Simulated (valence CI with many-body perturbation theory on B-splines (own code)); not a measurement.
Ga XXV: electric-dipole lines

Level of theory: valence CI with perturbative core correlation (CI+MBPT): five valence electrons over a frozen Dirac-Fock core [He], radial functions for each j: 11 s, 11 p, 10 d, 8 f, 5 g, 2 h, with the one-electron correlation potential Σ1 (screened to all orders), the two-electron term Σ2, the three-electron term Σ3, Breit, model QED; selected single and double excitations, second order for the rest, scaled by the run's own slope (own B-spline code, finite nucleus).

No measured levels were compared; by estimate levels of excited configurations hold to 0.05 to 0.15 % of their energy, terms of the ground configuration to about 0.5 %. Among the levels kept, up to 5500 cm⁻¹ of a level comes from second order outside the variational space, and about a tenth of that is noise between levels of different J, which matters for small intervals.

Lines 201 to 250 of 600 in falling wavelength, among levels below 1630.6 eV, chosen from the strongest by gf and those to the six lowest levels. Wavelengths and rates use the calculated energies, so an error of 900 cm⁻¹ moves a line at 10.38 nm by 0.093 % and its rate by three times that or more. Electric multipoles are in the length gauge, E1 and E2 with the static RPA response of the core. Weak lines are less certain than strong ones. Lines between different terms over intervals too small for the method are left out, as are lines whose strength nearly cancels. Where a level lies close to another of its J and parity, the split of strength between their lines is uncertain. The highest levels of a list are the least certain.

Names give the largest LS component (configuration and term), which can be under half, so a name can repeat, a term be missing and a line seem to break the LS rules; names also repeat where a configuration has a term twice. Letters in brackets count levels of one name in rising energy.

| λ vac (nm) | Upper | Lower | A (s⁻¹) | log gf | Branch % |
| --- | --- | --- | --- | --- | --- |
| 10.38 | 2s2p³3s ⁴D°_7/2 | 2s²2p²3s ⁴P_5/2 | 1.29e+10 | -0.78 | 0.3 |
| 10.38 | 2s2p³3s ⁴D°_5/2 | 2s²2p²3s ⁴P_3/2 | 2.03e+10 | -0.71 | 0.6 |
| 10.34 | 2s2p³3p ⁴F_9/2 | 2s²2p²3p ⁴D°_7/2 | 7.59e+09 | -0.91 | 36.6 |
| 10.34 | 2s2p³3p ⁴F_7/2 | 2s²2p²3p ⁴D°_5/2 | 1.03e+10 | -0.88 | 13.8 |
| 10.24 | 2s2p³3p ⁴D_7/2 [a] | 2s²2p²3p ⁴P°_5/2 | 1.01e+10 | -0.90 | 0.3 |
| 9.833 | 2s2p⁴ ⁴P_5/2 | 2s²2p³ ⁴S°_3/2 | 1.56e+10 | -0.87 | 81.6 |
| 9.315 | 2p⁴3s ²P_3/2 | 2s2p³3s ²D°_5/2 [a] | 4.45e+10 | -0.64 | 0.9 |
| 9.284 | 2s2p³3d ⁴G°_7/2 | 2s²2p²3d ⁴F_5/2 [a] | 1.00e+10 | -0.98 | 5.7 |
| 9.214 | 2s2p³3d ⁴F°_3/2 [a] | 2s²2p²3d ⁴F_3/2 | 2.02e+10 | -0.99 | 0.4 |
| 9.068 | 2p⁴3s ⁴P_5/2 | 2s2p³3s ⁴D°_7/2 | 3.76e+10 | -0.56 | 5.1 |
| 8.939 | 2s2p⁴ ²P_3/2 | 2s²2p³ ²P°_3/2 | 1.11e+10 | -1.27 | 6.0 |
| 8.896 | 2s2p³3s ⁴D°_3/2 | 2s²2p²3s ⁴P_1/2 | 2.44e+10 | -0.94 | 0.7 |
| 8.881 | 2s2p³3p ⁴D_3/2 [b] | 2s²2p²3p ⁴D°_3/2 [a] | 2.57e+10 | -0.92 | 0.6 |
| 8.872 | 2p⁵ ²P°_3/2 | 2s2p⁴ ²D_5/2 | 4.97e+10 | -0.63 | 33.0 |
| 8.871 | 2s2p³3d ⁴D°_5/2 [b] | 2s²2p²3d ⁴F_5/2 [a] | 1.50e+10 | -0.97 | 0.0 |
| 8.840 | 2s2p³3p ⁴F_3/2 | 2s²2p²3p ⁴D°_1/2 | 2.36e+10 | -0.96 | 1.4 |
| 8.803 | 2p⁴3s ²P_3/2 | 2s2p³3s ²D°_3/2 [a] | 2.58e+10 | -0.92 | 0.5 |
| 8.793 | 2s2p³3p ²F_5/2 [b] | 2s²2p²3p ²D°_5/2 [b] | 3.03e+10 | -0.68 | 0.4 |
| 8.781 | 2s2p³3d ²F°_7/2 [c] | 2s²2p²3d ²F_7/2 [b] | 2.43e+10 | -0.65 | 0.1 |
| 8.773 | 2s2p³3d ²F°_7/2 [e] | 2s²2p²3d ²F_7/2 [d] | 3.66e+10 | -0.47 | 0.1 |
| 8.697 | 2s2p³3d ²G°_9/2 [b] | 2s²2p²3d ²G_9/2 | 4.84e+10 | -0.26 | 59.8 |
| 8.685 | 2p⁵ ²P°_1/2 | 2s2p⁴ ²P_3/2 | 7.45e+10 | -0.77 | 42.8 |
| 8.675 | 2s2p³3p ²F_5/2 [b] | 2s²2p²3p ²D°_5/2 [a] | 1.87e+10 | -0.90 | 0.2 |
| 8.650 | 2s2p³3d ⁴P°_3/2 [a] | 2s²2p²3d ⁴F_5/2 [a] | 2.76e+10 | -0.91 | 0.1 |
| 8.641 | 2s2p³3p ⁴P_5/2 [d] | 2s²2p²3p ²F°_5/2 | 2.83e+10 | -0.72 | 0.8 |
| 8.606 | 2s2p³3d ⁴F°_9/2 [b] | 2s²2p²3d ⁴F_9/2 | 2.65e+10 | -0.53 | 52.0 |
| 8.592 | 2s2p³3d ⁴P°_3/2 [b] | 2s²2p²3d ⁴D_5/2 | 1.93e+10 | -1.07 | 0.1 |
| 8.592 | 2s2p⁴ ⁴P_3/2 | 2s²2p³ ⁴S°_3/2 | 3.37e+10 | -0.83 | 96.8 |
| 8.582 | 2s2p³3p ²F_7/2 [b] | 2s²2p²3p ²F°_7/2 | 5.81e+10 | -0.29 | 2.8 |
| 8.566 | 2p⁴3s ⁴P_5/2 | 2s2p³3s ⁴D°_5/2 | 2.32e+10 | -0.82 | 3.1 |
| 8.556 | 2s2p³3p ²D_5/2 [c] | 2s²2p²3p ²P°_3/2 [c] | 2.53e+10 | -0.78 | 0.6 |
| 8.544 | 2s2p³3d ²F°_7/2 [d] | 2s²2p²3d ²G_9/2 | 9.61e+09 | -1.08 | 3.6 |
| 8.543 | 2s2p³3d ²D°_5/2 [c] | 2s²2p²3d ²D_5/2 [a] | 1.76e+10 | -0.94 | 0.1 |
| 8.535 | 2s2p³3p ⁴D_7/2 [b] | 2s²2p²3p ⁴D°_7/2 | 3.68e+10 | -0.49 | 1.0 |
| 8.520 | 2s2p³3d ²F°_5/2 [c] | 2s²2p²3d ²D_5/2 [b] | 2.15e+10 | -0.85 | 0.1 |
| 8.518 | 2s2p³3s ²D°_5/2 [b] | 2s²2p²3s ²D_5/2 | 6.76e+10 | -0.36 | 1.1 |
| 8.504 | 2s2p³3d ²P°_3/2 [c] | 2s²2p²3d ²D_5/2 [b] | 4.00e+10 | -0.76 | 0.1 |
| 8.495 | 2s2p³3s ⁴P°_1/2 | 2s²2p²3s ⁴P_3/2 | 4.59e+10 | -1.00 | 1.3 |
| 8.488 | 2s2p³3s ²D°_3/2 [c] | 2s²2p²3s ²D_3/2 | 4.59e+10 | -0.70 | 1.0 |
| 8.470 | 2p⁵ ²P°_3/2 | 2s2p⁴ ²D_3/2 | 3.36e+10 | -0.84 | 22.2 |
| 8.438 | 2s2p⁴ ²D_5/2 | 2s²2p³ ²D°_5/2 | 4.64e+10 | -0.53 | 86.1 |
| 8.438 | 2s2p³3s ⁴P°_5/2 | 2s²2p²3s ⁴P_5/2 | 4.01e+10 | -0.59 | 1.2 |
| 8.431 | 2s2p³3d ⁴F°_7/2 [b] | 2s²2p²3d ⁴F_7/2 | 1.83e+10 | -0.81 | 0.8 |
| 8.419 | 2s2p³3p ⁴D_5/2 [b] | 2s²2p²3p ⁴D°_5/2 | 3.57e+10 | -0.64 | 0.9 |
| 8.410 | 2s2p⁴ ⁴P_1/2 | 2s²2p³ ⁴S°_3/2 | 3.54e+10 | -1.12 | 92.4 |
| 8.402 | 2s2p³3d ²F°_7/2 [d] | 2s²2p²3d ²F_7/2 [c] | 2.52e+10 | -0.67 | 9.5 |
| 8.379 | 2s2p³3p ⁴P_3/2 [c] | 2s²2p²3p ⁴P°_5/2 | 3.10e+10 | -0.88 | 1.0 |
| 8.376 | 2s2p³3p ⁴D_3/2 [c] | 2s²2p²3p ⁴D°_3/2 [b] | 3.20e+10 | -0.87 | 1.1 |
| 8.371 | 2s2p³3s ²D°_3/2 [b] | 2s²2p²3s ²P_3/2 | 5.10e+10 | -0.67 | 0.8 |
| 8.344 | 2s2p³3p ²D_3/2 [b] | 2s²2p²3p ²D°_3/2 [b] | 4.84e+10 | -0.69 | 1.4 |

How does gf follow from A for the line at 8.896 nm?

gf = 1.4992 × (2J+1)_upper × A / σ², with σ = 1124157 cm⁻¹ and 2J+1 = 4: gf = 0.116.
